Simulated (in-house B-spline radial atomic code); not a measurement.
Orbital energies and mean radii along the 18-electron series, configuration [Ne] 3s2 3p6. The effective charge is n√(-2ε), a non-relativistic measure. Computed with a radial B-spline atomic code at the basis-set limit: Dirac-Hartree-Fock, average of the configuration, finite nuclei.

```
  ion   Z  energy of 3s1/2 (Eh)  mean radius of 3s1/2 (bohr)  energy of 2p1/2 (Eh)  mean radius of 2p1/2 (bohr)  effective charge of 3s1/2
Sm44+  62               -146.65                      0.23513               -369.11                     0.079831                     51.378
Eu45+  63               -152.88                      0.23039               -384.21                     0.078197                     52.459
Gd46+  64               -159.27                      0.22582               -399.68                     0.076613                     53.543
Tb47+  65                -165.8                      0.22139               -415.52                     0.075076                      54.63
Dy48+  66               -172.48                      0.21711               -431.72                     0.073585                      55.72
```

Q: How does the screening of 3s1/2 change?

A: Z less the effective charge goes from 10.62 at Z = 62 to 10.28 at Z = 66.
